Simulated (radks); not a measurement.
The numbers below are computed, except where a source is named.
Problem. Br20+, 15 electrons, occupied as [Ne] 3s2 3p3. Level of theory: scalar-relativistic Kohn-Sham, PBE, spin-unpolarised, spherical densities, point nucleus (a radial shooting solver on a logarithmic mesh with Libxc functionals). Some entries of the table are withheld. Estimate them.

| orbital | occ. | eigenvalue (eV) | <1/r> (bohr^-1) | <r> (bohr) |
|---|---|---|---|---|
| 1s | 2 | (1) | 35.66 | (2) |
| 2s | 2 | -2543.515 | 7.981 | 0.1875 |
| 2p | 6 | -2344.787 | (3) | 0.1634 |
| 3s | 2 | -903.6696 | 3.069 | 0.4759 |
| 3p | 3 | -840.1449 | 2.973 | 0.4659 |

Solution. 
(1) 1s eigenvalue (eV): -14150.21
(2) 1s <r> (bohr): 0.04275
(3) 2p <1/r> (bohr^-1): 7.797
